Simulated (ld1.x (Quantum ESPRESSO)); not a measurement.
Before and after: RRKJ potential for osmium

ld1.x (Quantum ESPRESSO) 7.5 input, shortened:

```
&input
   title='Os', zed=76., rel=2, dft='PBE', iswitch=3,
   config='[Xe] 4f14 5d6 6s2 6p0', rel_dist='average'
 /
 &inputp
   pseudotype=2, tm=.false., rho0=0.02, lloc=0,
   nlcc=.true., new_core_ps=.true.
 /
3
5P  2  1   6.00   0.00  1.60  1.60  0.0
5D  3  2   6.00   0.00  1.80  1.80  0.0
6S  1  0   2.00   0.00  2.20  2.20  0.0
 &test
   configts(1)='5p6 5d6 6s2 6p0'
 /
```

Open shells are filled in proportion to 2j + 1 (rel_dist='average').

Change: wave 5p (bound): rc 1.60 bohr becomes 5p (bound): rc 2.22 bohr.

Cutoffs: the cutoffs (Ry, on a coarse ladder) from which the occupation-weighted sum of valence levels, in a spherical-Bessel basis at the reference potential, stays within 10 and 1 mRy of its value at 400 Ry; they do not see the model core or the augmentation charge, which bear on the density cutoff. Errors are all-electron minus pseudo energies relative to the spin-unpolarised reference configuration.

Task: How do hardness, ghosts and transferability respond?

Result: The potential gets softer (55 Ry and 80 Ry → 35 Ry and 50 Ry); the errors of the 7 common tests hardly move; neither file shows a bound ghost at the reference potential, the only one tested. A larger radius leaves more room for a smooth pseudo-wave, so fewer plane waves are needed.

```tsv
quantity	base	changed
cutoff, loose	55 Ry	35 Ry
cutoff, tight	80 Ry	50 Ry
loose cutoff by channel (10 mRy a level)	p 45 Ry, d 30 Ry, s 6 Ry	p 25 Ry, d 30 Ry, s 6 Ry
bound ghosts	none	none
error for 5p6 5d6 6s1 6p0, meV [ΔE 9.58 eV]	-7.3	-7.2
error for 5p6 5d6 6s0 6p0, meV [ΔE 26.50 eV]	-40	-40
error for 5p6 5d5 6s0 6p0, meV [ΔE 55.34 eV]	-67	-68
error for 5p6 5d5 6s2 6p1, meV [ΔE 6.05 eV]	-749	-750
error for 5p6 5d6 6s1.5 6p0, meV [ΔE 3.92 eV]	-1.6	-1.5
error for 5p6 5d6.5 6s1.5 6p0, meV [ΔE 0.05 eV]	-11	-11
error for 5p6 5d6 6s1 6p1, meV [ΔE 5.01 eV]	-580	-581
s: phases at 2.40 bohr within 0.05 rad from the reference energy up to (Ry; the scan ends near 5)	2.6	2.6
p1/2: phases at 2.40 bohr within 0.05 rad from the reference energy up to (Ry; the scan ends near 5)	-1.4	-1.5
p3/2: phases at 2.40 bohr within 0.05 rad from the reference energy up to (Ry; the scan ends near 5)	-0.9	-0.9
d3/2: phases at 2.40 bohr within 0.05 rad from the reference energy up to (Ry; the scan ends near 5)	1.6	1.6
d5/2: phases at 2.40 bohr within 0.05 rad from the reference energy up to (Ry; the scan ends near 5)	1.7	1.7
```

Base: These tests converged, but a pseudo level misses the all-electron one widely, so the file describes the atom poorly there or has found another state: 5p6 5d5 6s0 6p0: empty 6p by 2.6 eV. Changed file: These tests converged, but a pseudo level misses the all-electron one widely, so the file describes the atom poorly there or has found another state: 5p6 5d5 6s0 6p0: empty 6p by 2.6 eV.
